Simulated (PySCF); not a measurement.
# Kr¹⁸⁺: ionisation energy

Kr¹⁸⁺ [Ar] (1S) → Kr¹⁹⁺ [Ne] 3s2 3p5 (2P), as a difference of total energies. All numbers are calculated (PySCF 2.14, no relativity, point nucleus, in an even-tempered Gaussian basis (17 s from 1.7 bohr⁻², ratio 2.5; 11 p from 2.2 bohr⁻², ratio 2.5; 5 d from 12 bohr⁻², ratio 2.7; 4 f from 18 bohr⁻², ratio 2.7)). Correlated levels: outer shells: 1s2 frozen; virtual orbitals above 40 to 60 times the deepest correlated orbital energy dropped. The calculations carry no spin-orbit coupling.

```tsv
method	ionisation energy (eV)
UHF	783.62
LDA	785.13
PBE	784.99
PBE0	785.14
r2SCAN	785.51
B97-3	785.28
BP86	785.28
MP2 (outer shells)	784.56
SCS-MP2 (outer shells)	784.42
```

Problem. How much does correlation contribute at MP2 (outer shells)?

Solution. 784.56 − (783.62) = 0.94 eV, measured against UHF.

A first-order spin-orbit estimate (lowest level to lowest level, LS coupling) adds -3.192 eV.

All relativistic terms are absent from these numbers, so their closeness to the reference says little about the methods.

For comparison: 785.32 eV (semi-empirical (NIST evaluation); NIST Atomic Spectra Database, ionization energies).
